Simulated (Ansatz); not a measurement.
The cluster VO2, relaxed as a doublet with UKS PBE-D4/def2-TZVP in Ansatz, starting from the GFN1-xTB geometry. Force threshold 0.02 eV/Å.

The structure holds one bond between oxygen atoms, so isomers without such links may lie far lower. The charge 0 doublet is spin-contaminated (final ⟨S²⟩ up to 1.62, 0.75 for a pure state). At PBE-D4/def2-TZVP a quartet of charge 0 lies 0.62 eV below the doublet, each at its own geometry. The structure comes from a short search, and lower isomers may exist.

Start:

```xyz
3

V    -0.8379    0.4330   -0.4319
O     0.0762   -0.3541    0.7434
O     0.7617   -0.0788   -0.3115
```

```json
{"step": "1", "energy (eV)": "-29769.5822", "largest force component (eV/Å)": "6.459", "SCF passes": "103"}
{"step": "2", "energy (eV)": "-29770.0375", "largest force component (eV/Å)": "3.096", "SCF passes": "59"}
{"step": "3", "energy (eV)": "-29770.2120", "largest force component (eV/Å)": "0.620", "SCF passes": "56"}
{"step": "4", "energy (eV)": "-29770.2197", "largest force component (eV/Å)": "0.015", "SCF passes": "56"}
```

Force components are those of the run's own axes.

End:

| atom | x (Å) | y (Å) | z (Å) |
| --- | --- | --- | --- |
| V1 | -0.888 | 0.459 | -0.458 |
| O2 | 0.065 | -0.382 | 0.813 |
| O3 | 0.824 | -0.077 | -0.355 |

By distances, no bond broke or formed. The bond that changes most is O2–O3, from 1.29 to 1.43 Å (atoms count from 1).

No frequencies were taken in this run, so the end may be a saddle point.

It took 12 s on 2 threads of Arm Neoverse V2 on a shared host.
